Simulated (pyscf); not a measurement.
Single points on ωB97X-D3(BJ)/def2-SVP structures (PySCF, gas phase). Singlets are restricted, triplets unrestricted.

Singlet (Å):
```xyz
9

Si    -1.6132    -1.8568     1.5827
Ga    -0.2399    -1.0472    -0.1965
As     1.3587    -2.4616    -1.3123
As    -0.3003     1.1957    -1.0683
H     -2.6775    -2.1007     0.5051
H      0.8787    -2.0289    -2.6874
H      0.4729    -3.6961    -1.2815
H     -0.4134     1.8505     0.2981
H      1.2156     1.2949    -1.0994
```

Triplet (Å):
```xyz
9

Si    -2.5447    -0.3016    -2.2522
Ga    -1.1340     1.0835    -0.9978
As     0.4956     0.0159     0.4088
As    -1.5103     3.4439    -0.9071
H     -2.3438    -1.7911    -2.2762
H      1.6205     0.8796    -0.1392
H      0.7493    -1.1105    -0.5768
H     -1.7140     3.5481    -2.4081
H     -0.0264     3.7609    -0.9862
```

Task: For these two minima of :HSi–Ga(AsH₂)–AsH₂, which spin state lies lower at ωB97X-D3(BJ)/def2-TZVP, and by how much (electronic energies)?

Result: The singlet, by 9.7 kcal/mol. Zero-point energy shifts E(triplet) − E(singlet) by +0.4 kcal/mol. The 7 functionals that were run give +2.3 (r²SCAN) to +12.3 kcal/mol (ωB97M-D3(BJ)). :HSi–Ga(AsH₂)–AsH₂ [singlet] lies 27.0 kcal/mol over its isomer H₂Si=As–GaH–AsH₂ (electronic energy, ωB97M-D3(BJ)). 

E(triplet) − E(singlet) by level (kcal/mol):

| level | gap |
|---|---|
| ωB97X-D3(BJ)/def2-TZVP | +9.7 |
| PBE/def2-TZVP | +7.0 |
| r²SCAN/def2-TZVP | +2.3 |
| B3LYP-D3(BJ)/def2-TZVP | +9.2 |
| PBE0-D3(BJ)/def2-TZVP | +4.9 |
| M06-2X/def2-TZVP | +7.0 |
| ωB97M-D3(BJ)/def2-TZVP | +12.3 |
| HF/def2-TZVP | -6.5 |

The triplet is the lowest one reached from the SCF start used. Elements up to Kr have no core potential and no relativistic terms here.
